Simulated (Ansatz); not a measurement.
Input for Ansatz (a program for electronic structure): R-r2SCAN/def2-TZVPPD on H2Se (SMILES [SeH2]). Files ending in .json are basis or fitting sets from the Basis Set Exchange.

Ansatz 0.2 input:
```yaml
crystal:
  periodic: [false, false, false]
  atoms:
    - {symbol: Se, position_ang: [-0.03299106, 0.55159349, 3.19731004]}
    - {symbol: H, position_ang: [1.40280027, 0.29637002, 3.38945724]}
    - {symbol: H, position_ang: [-0.36905347, -0.81326807, 3.63065014]}
basis:
  gaussian:
    orbitals: def2-TZVPPD.json
hamiltonian:
  xc: {name: r2SCAN}
scf: {lower_state_search: off}
```

It printed:

```
WARN ansatz: RAYON_NUM_THREADS=1 ignored (pool sized by the plan → 1); use --threads N
Functional definition: r2SCAN
these checks for a lower state are left out or cut short: stability, starts, cluster_reference, orbital_swaps, neighbouring_geometries, increment
integrals: 0.02 GiB planned
541 factors; their error is unknown
mean field: 0.20 GiB planned
mean field evaluation 1: about -65381.5031 eV, gradient 1.0e1 eV
mean field evaluation 2: about -65381.6804 eV, gradient 6.5e0 eV
mean field evaluation 4: about -65381.8039 eV, gradient 2.0e-1 eV
mean field evaluation 8: about -65381.7934 eV, gradient 1.4e-1 eV
mean field evaluation 16: about -65381.7935 eV, gradient 1.4e-6 eV
mean field -65381.79346123 eV, -2402.7365923290 hartree, gradient 1.4e-6 eV, S^2 0.000000; 0 other end points of the search recorded, 0 dependent functions left out
reference -65381.79347435 eV, -2402.7365928111 hartree; 18, 18 occupied and 73, 73 virtual orbitals, 541 factors
Total energy: -65381.79347435 eV, -2402.7365928111 hartree
Checks for a lower state left out: stability, starts, cluster_reference, orbital_swaps, neighbouring_geometries, increment
```

The calculation finished and met its thresholds.

Cost: around 0.5 core-seconds (rough).
